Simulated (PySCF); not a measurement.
MoOF3, SMILES [O]=[Mo+]([F])([F])[F], charge +1, multiplicity 1. Coordinates come from a PBE-D3(BJ)/def2-SVP optimisation. The spin state was assumed, not searched. The isomer is the one that the SMILES or the coordinates give; other isomers of the formula were not compared. The def2 effective core potentials stand for the cores of Mo; spin–orbit coupling is left out.

Computed equilibrium geometry at PBE-D3(BJ)/def2-SVP (PySCF confirms it by a frequency run) as bond lengths and angles, and its point group:
point group C3v.
Atoms: Mo1 O2 F3 F4 F5. Bond lengths (Å): Mo1–O2 1.646, Mo1–F3 1.791, Mo1–F4 1.791, Mo1–F5 1.791. Angles (°): O2–Mo1–F3 106.2, O2–Mo1–F4 106.2, O2–Mo1–F5 106.2, F3–Mo1–F4 112.5, F3–Mo1–F5 112.5, F4–Mo1–F5 112.5.
Charge +1, spin multiplicity 1.
